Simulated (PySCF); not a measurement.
F$_{2}$Sr, triplet, geometry from GFN2-xTB (such geometries of metal compounds can be far from the true shape) (a higher spin typed on purpose: for a closed-shell molecule this is an excited state) (core potentials on Sr). Base run: PySCF with DF-PBE/def2-SVP.

Input for PySCF:
```python
from pyscf import gto, scf, dft

mol = gto.M(
    atom='''
Sr   -0.019285   -0.004439   -0.001729
F    -0.194880    1.548583   -1.320943
F     0.276304   -1.529840    1.328242
''',
    basis='def2-svp',
    ecp={'Sr': 'def2-svp'},
    charge=0,
    spin=2,
    verbose=4,
)

mf = dft.UKS(mol)
mf.xc = 'pbe'
mf = mf.density_fit(auxbasis='def2-universal-jkfit')
mf.kernel()
```

Variants of this job, named by their change:

```json
[
 {"change": "base", "basis functions": "51", "E (Eh)": "-230.00247", "HOMO (eV)": "-3.06", "dipole (D)": "0.06"},
 {"change": "basis = LANL2DZ", "basis functions": "30", "E (Eh)": "-229.85942", "HOMO (eV)": "-3.01", "dipole (D)": "0.18"},
 {"change": "basis = def2-SV(P)", "basis functions": "51", "E (Eh)": "-230.00247", "HOMO (eV)": "-3.06", "dipole (D)": "0.06"},
 {"change": "basis = def2-SVPD", "basis functions": "72", "E (Eh)": "-230.02174", "HOMO (eV)": "-3.06", "dipole (D)": "0.05"},
 {"change": "basis = def2-TZVP", "basis functions": "95", "E (Eh)": "-230.26023", "HOMO (eV)": "-3.08", "dipole (D)": "0.05"},
 {"change": "basis = def2-TZVPP", "basis functions": "102", "E (Eh)": "-230.26266", "HOMO (eV)": "-3.07", "dipole (D)": "0.06"},
 {"change": "basis = def2-TZVPD", "basis functions": "113", "E (Eh)": "-230.26345", "HOMO (eV)": "-3.06", "dipole (D)": "0.06"},
 {"change": "basis = def2-QZVP", "basis functions": "(withheld)", "E (Eh)": "(withheld)", "HOMO (eV)": "-3.06", "dipole (D)": "0.06"},
 {"change": "basis = def2-QZVPP", "basis functions": "(withheld)", "E (Eh)": "(withheld)", "HOMO (eV)": "(withheld)", "dipole (D)": "0.06"}
]
```

**Question.** Some entries are withheld; supply them.

**Answer.** 
- basis = def2-QZVP, basis functions: 163
- basis = def2-QZVP, E (Eh): -230.27624
- basis = def2-QZVPP, basis functions: 177
- basis = def2-QZVPP, E (Eh): -230.27837
- basis = def2-QZVPP, HOMO (eV): -3.04

Totals compare only among sets that treat the same electrons; sets with core potentials leave the core out.

Open shells are given as the SCF converged; they aren't shown to be the lowest states, and a large step between rows can be another state.
